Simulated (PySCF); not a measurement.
# Radial density of Sr⁺ (strontium, charge +1)

MN15, [Kr] 5s1, 2S determinant. Computed with PySCF 2.14 in x2c-TZVPall, with scalar relativity by spin-free X2C-1e.

```csv
r (bohr),4πr²ρ (e/bohr),4πr²(ρα − ρβ)
0.0417,42.58,-0.0004
0.0701,42.08,0.0007
0.118,57.43,0.0100
0.198,39.27,-0.0004
0.334,38.66,0.0202
0.561,29.16,0.0004
0.944,8.347,0.0593
1.59,5.599,-0.0062
2.67,0.9658,0.2373
4.49,0.2548,0.2488
7.56,0.01492,0.0149
12.7,1.140e-05,0.0000
```

Densities and radii are taken from the X2C orbitals without a picture-change correction, which distorts them close to the nucleus.

Where is the radial spin density 4πr²(ρα − ρβ) most negative, and why is it negative at all?

Around r = 1.59 bohr, down to -0.0062 e/bohr: exchange with the open shell polarises the paired shells in an unrestricted calculation.
